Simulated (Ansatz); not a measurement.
A run for Ansatz (a quantum-chemistry and plane-wave program): R-CCSD(T)/aug-cc-pVTZ on CH2O2 (a complex), monomers drawn apart or pushed together.

Ansatz 0.2 input:
```yaml
crystal:
  periodic: [false, false, false]
  atoms:
    - {symbol: O, position_ang: [0.29613357, -0.40781588, -0.45556961]}
    - {symbol: H, position_ang: [0.14804266, -0.30083152, 0.49153528]}
    - {symbol: H, position_ang: [0.36417934, 0.48595779, -0.80543527]}
    - {symbol: C, position_ang: [-0.12782232, -0.03423869, 3.72282605]}
    - {symbol: O, position_ang: [-0.17786342, -0.03306996, 4.84474132]}
basis:
  gaussian:
    orbitals: aug-cc-pVTZ
magnetization: {spin_polarized: false}
correlation: {method: ccsd_t, electrons: outside_noble_gas}
scf: {lower_state_search: off}
```

Program output:

```
WARN ansatz: RAYON_NUM_THREADS=2 ignored (pool sized by the plan → 2); use --threads N
Functional definition: HF
these checks for a lower state are left out or cut short: stability, starts, cluster_reference, orbital_swaps, neighbouring_geometries, increment
integrals: 0.62 GiB planned
1099 factors; integrals over basis functions are off by at most 1.1e-3 eV
mean field: 0.41 GiB planned
mean field evaluation 1: about -5135.5099 eV, gradient 4.3e1 eV
mean field evaluation 2: about -5135.5107 eV, gradient 4.3e1 eV
mean field evaluation 4: about -5138.6573 eV, gradient 3.2e0 eV
mean field evaluation 8: about -5138.6828 eV, gradient 2.0e-1 eV
mean field -5138.68299282 eV, -188.8431168618 hartree, gradient 1.9e-6 eV, S^2 0.000000; 0 other end points of the search recorded, 0 dependent functions left out
3 core orbitals not correlated
reference -5138.68299282 eV, -188.8431168618 hartree; 9, 9 occupied and 172, 172 virtual orbitals, 1099 factors
second order -17.12923881 eV of doubles, -0.00000000 eV of singles
coupled cluster: 1.88 GiB planned
cycle   1  -16.75168552 eV  change    3.8e-1 eV  update   1.0e-1
cycle   2  -17.21274561 eV  change   -4.6e-1 eV  update   3.3e-2
cycle   3  -17.33729513 eV  change   -1.2e-1 eV  update   1.5e-2
cycle   4  -17.32025319 eV  change    1.7e-2 eV  update   3.1e-3
cycle   5  -17.31981153 eV  change    4.4e-4 eV  update   1.1e-3
cycle   6  -17.32027201 eV  change   -4.6e-4 eV  update   2.7e-4
cycle   7  -17.32008868 eV  change    1.8e-4 eV  update   8.8e-5
cycle   8  -17.32007938 eV  change    9.3e-6 eV  update   2.5e-5
cycle   9  -17.32008059 eV  change   -1.2e-6 eV  update   9.9e-6
perturbative correction -0.71230159 eV, -0.0261766004 hartree
Total energy: -5156.71537500 eV, -189.5057946839 hartree
Checks for a lower state left out: stability, starts, cluster_reference, orbital_swaps, neighbouring_geometries, increment
```

The calculation finished and met its thresholds.

Cost: around 50 core-seconds (rough).
